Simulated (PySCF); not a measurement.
Electron affinity of Bi by level of theory

Bi⁻ [Xe] 4f14 5d10 6s2 6p4 (3P) → Bi [Xe] 4f14 5d10 6s2 6p3 (4S), as a difference of total energies. Calculation: PySCF 2.14, in aug-cc-pVTZ-PP with one added diffuse shell each of d, f type with ECP60MDF (6s5p5d3f, 67 functions); scalar relativity through the core potential. Correlated levels: valence: 5s2 5p6 5d10 frozen. The calculations carry no spin-orbit coupling.

| method | electron affinity (eV) |
| --- | --- |
| UHF | -0.192 |
| MP2 (valence) | 0.495 |
| SCS-MP2 (valence) | 0.548 |
| CCSD (valence) | 0.596 |
| CCSD(T) (valence) | 0.650 |

Spin-orbit coupling is strong in these open shells (close to jj coupling). The scalar numbers leave it out and a first-order estimate fails, so it can dominate the gap to the real levels.

Errors of the correlated levels include the incompleteness of this basis and the frozen core.

A negative affinity means that the anion lies above the atom at that level of theory.

For comparison: 0.942 eV (measured; photodetachment measurements, as compiled on the Wikipedia data page of electron affinities).
